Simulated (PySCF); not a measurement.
Sb2, charge -1, doublet, at a GFN2-xTB geometry (a state made from the parent by changing its charge; the spin is typed, not shown lowest) (core potentials on Sb) (in this run its highest filled SCF level lies above zero, so its values depend strongly on the basis, on diffuse functions most of all). Base run: PBE0/def2-SVP run with PySCF.

The PySCF input:
```python
from pyscf import gto, scf, dft

mol = gto.M(
    atom='''
Sb   -0.000000   -0.000000   -1.260456
Sb    0.000000    0.000000    1.260456
''',
    basis='def2-svp',
    ecp={'Sb': 'def2-svp'},
    charge=-1,
    spin=1,
    verbose=5,
)

mf = dft.UKS(mol)
mf.xc = 'pbe0'
mf.kernel()
mo_i, mo_e, stable_i, stable_e = mf.stability(internal=True, external=False, return_status=True, nroots=6, tol=1e-6)
print('internally stable:', stable_i, ' externally stable:', stable_e)
if not stable_i:
    umf = mf.copy()
    umf.scf_summary = {}
    umf.kernel(umf.make_rdm1(mo_i, mf.mo_occ))
```

The bond that is stretched is that between atoms 2 and 1. A test that says stable can miss a lower solution.

The base run was repeated with changes; each row names its change, and settings that it needs were set with it.

```csv
change,ΔE vs base (mEh),<S^2>,E after following the instability (Eh),<S^2> there,stability test says,outcome
base,0.000,0.753,-,-,internally stable (external not tested),converged
bond × 1.25,45.445,0.753,-480.53283,1.53,internal instability,converged
bond × 1.5,110.8,0.752,-480.49196,2.08,internal instability,converged
bond × 1.8,180.8,0.754,-480.47517,2.75,internal instability,converged
bond × 2.2,162.3,1.758,-480.45038,2.76,internal instability,converged
bond × 3.0,-,-,-,-,-,not converged
```

On stretching, the SCF can end on different states; <S^2> shows the spin contamination of each.
